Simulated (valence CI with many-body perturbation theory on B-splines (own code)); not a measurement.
Results of a calculation; reference values are marked as such.
## Energy levels of N+

Level of theory: configuration interaction combined with many-body perturbation theory (CI+MBPT): four valence electrons over a frozen Dirac-Fock core [He], a basis of 11 s, 11 p, 10 d, 8 f, 5 g, 2 h functions for each j, with the one-electron correlation potential Σ1, the two-electron term Σ2, the three-electron term Σ3, Breit, model QED; selected CI, second order for the rest, scaled by the run's own slope (own B-spline code, finite nucleus).

Set against measurement, 39 paired levels are off by 76 cm⁻¹ on average, the worst by 300. These come from a selection out of the NIST Handbook of Basic Atomic Spectroscopic Data. Levels without a partner in it may be off by more. Among the levels kept, up to 1700 cm⁻¹ of a level comes from second order outside the variational space, and about a tenth of that is noise between levels of different J, which matters for small intervals.

Levels 46 to 90 of 228, with energies above the lowest level, 2s²2p² ³P_0. "Leading %" is the weight of the configuration and term that name the level; weights of strongly mixed levels are sums over their largest components and can fall short. In the jj column 3d3/2^4 stands for four electrons in 3d with j = 3/2.

| No. | Configuration | Term | J | E (cm⁻¹) | Leading % | Leading jj | g |
| --- | --- | --- | --- | --- | --- | --- | --- |
| 46 | 2s²2p4p | ¹P | 1 | 202091 | 89 | 2s^2 2p3/2 4p3/2 (43 %) | 0.997 |
| 47 | 2s²2p4p | ³D | 1 | 202627 | 90 | 2s^2 2p1/2 4p1/2 (59 %) | 0.511 |
| 48 | 2s²2p4p | ³D | 2 | 202714 | 90 | 2s^2 2p1/2 4p3/2 (53 %) | 1.171 |
| 49 | 2s²2p4p | ³D | 3 | 202785 | 91 | 2s^2 2p3/2 4p3/2 (91 %) | 1.334 |
| 50 | 2s²2p4p | ³P | 0 | 203027 | 82 | 2s^2 2p1/2 4p1/2 (56 %) |  |
| 51 | 2s²2p4p | ³P | 1 | 203082 | 78 | 2s^2 2p1/2 4p3/2 (46 %) | 1.507 |
| 52 | 2s²2p4p | ³P | 2 | 203187 | 80 | 2s^2 2p3/2 4p3/2 (53 %) | 1.497 |
| 53 | 2s²2p4p | ³S | 1 | 203441 | 89 | 2s^2 2p3/2 4p1/2 (38 %) | 1.987 |
| 54 | 2s²2p4p | ¹D | 2 | 205318 | 91 | 2s^2 2p3/2 4p1/2 (32 %) | 1.000 |
| 55 | 2s2p²3s | ⁵P | 1 | 205401 | 96 | 2s 2p1/2 2p3/2 3s (41 %) | 2.503 |
| 56 | 2s2p²3s | ⁵P | 2 | 205469 | 96 | 2s 2p1/2 2p3/2 3s (80 %) | 1.835 |
| 57 | 2s2p²3s | ⁵P | 3 | 205559 | 96 | 2s 2p3/2^2 3s (64 %) | 1.668 |
| 58 | 2s²2p4p | ¹S | 0 | 206865 | 86 | 2s^2 2p3/2 4p3/2 (59 %) |  |
| 59 | 2s²2p4d | ³F° | 2 | 209657 | 87 | 2s^2 2p1/2 4d3/2 (84 %) | 0.685 |
| 60 | 2s²2p4d | ³F° | 3 | 209725 | 90 | 2s^2 2p1/2 4d5/2 (51 %) | 1.086 |
| 61 | 2s²2p4d | ³F° | 4 | 209768 | 92 | 2s^2 2p3/2 4d5/2 (92 %) | 1.251 |
| 62 | 2s²2p4d | ¹D° | 2 | 209914 | 85 | 2s^2 2p3/2 4d5/2 (42 %) | 0.989 |
| 63 | 2s²2p4d | ³D° | 1 | 210184 | 90 | 2s^2 2p1/2 4d3/2 (56 %) | 0.511 |
| 64 | 2s²2p4d | ³D° | 2 | 210249 | 88 | 2s^2 2p3/2 4d3/2 (53 %) | 1.168 |
| 65 | 2s²2p4d | ³D° | 3 | 210263 | 90 | 2s^2 2p3/2 4d5/2 (64 %) | 1.330 |
| 66 | 2s²2p4d | ³P° | 0 | 210682 | 91 | 2s^2 2p3/2 4d3/2 (91 %) |  |
| 67 | 2s²2p4d | ³P° | 2 | 210690 | 89 | 2s^2 2p3/2 4d5/2 (48 %) | 1.492 |
| 68 | 2s²2p4d | ³P° | 1 | 210696 | 90 | 2s^2 2p3/2 4d3/2 (59 %) | 1.489 |
| 69 | 2s²2p4f | ¹F | 3 | 211020 | 46 | 2s^2 2p1/2 4f7/2 (59 %) | 1.056 |
| 70 | 2s²2p4f | ³F | 2 | 211030 | 87 | 2s^2 2p1/2 4f5/2 (63 %) | 0.689 |
| 71 | 2s²2p4f | ³F | 4 | 211036 | 82 | 2s^2 2p1/2 4f7/2 (53 %) | 1.226 |
| 72 | 2s²2p4f | ³F | 3 | 211047 | 43 | 2s^2 2p1/2 4f5/2 (51 %) | 1.010 |
| 73 | 2s²2p4d | ¹F° | 3 | 211099 | 91 | 2s^2 2p3/2 4d3/2 (40 %) | 1.001 |
| 74 | 2s²2p4f | ³G | 4 | 211270 | 55 | 2s^2 2p3/2 4f7/2 (47 %) | 1.057 |
| 75 | 2s²2p4f | ³G | 3 | 211280 | 81 | 2s^2 2p3/2 4f5/2 (50 %) | 0.783 |
| 76 | 2s²2p4d | ¹P° | 1 | 211300 | 89 | 2s^2 2p3/2 4d5/2 (61 %) | 1.000 |
| 77 | 2s²2p4f | ³G | 5 | 211344 | 92 | 2s^2 2p3/2 4f7/2 (92 %) | 1.200 |
| 78 | 2s²2p4f | ¹G | 4 | 211370 | 61 | 2s^2 2p3/2 4f5/2 (84 %) | 1.017 |
| 79 | 2s²2p4f | ³D | 3 | 211393 | 87 | 2s^2 2p3/2 4f7/2 (57 %) | 1.318 |
| 80 | 2s²2p4f | ¹D | 2 | 211405 | 46 | 2s^2 2p3/2 4f5/2 (60 %) | 1.055 |
| 81 | 2s²2p4f | ³D | 1 | 211472 | 92 | 2s^2 2p3/2 4f5/2 (92 %) | 0.499 |
| 82 | 2s²2p4f | ³D | 2 | 211484 | 49 | 2s^2 2p3/2 4f7/2 (87 %) | 1.089 |
| 83 | 2s2p²3s | ³P | 0 | 211692 | 60 | 2s 2p1/2^2 3s (27 %) |  |
| 84 | 2s2p²3s | ³P | 1 | 211753 | 60 | 2s 2p1/2 2p3/2 3s (48 %) | 1.501 |
| 85 | 2s2p²3s | ³P | 2 | 211836 | 59 | 2s 2p3/2^2 3s (36 %) | 1.501 |
| 86 | 2s²2p5s | ³P° | 0 | 214088 | 91 | 2s^2 2p1/2 5s (91 %) |  |
| 87 | 2s²2p5s | ³P° | 1 | 214161 | 90 | 2s^2 2p1/2 5s (72 %) | 1.491 |
| 88 | 2s²2p5s | ³P° | 2 | 214309 | 91 | 2s^2 2p3/2 5s (91 %) | 1.501 |
| 89 | 2s²2p5s | ¹P° | 1 | 214744 | 89 | 2s^2 2p3/2 5s (72 %) | 1.009 |
| 90 | 2s²2p5p | ¹P | 1 | 216798 | 84 | 2s^2 2p1/2 5p1/2 (44 %) | 0.972 |

Names give the largest LS component (configuration and term), which can be under half, so a name can repeat, a term be missing and a line seem to break the LS rules; names also repeat where a configuration has a term twice.

Where two levels of one J and parity lie close, their mixing, g and order are uncertain.
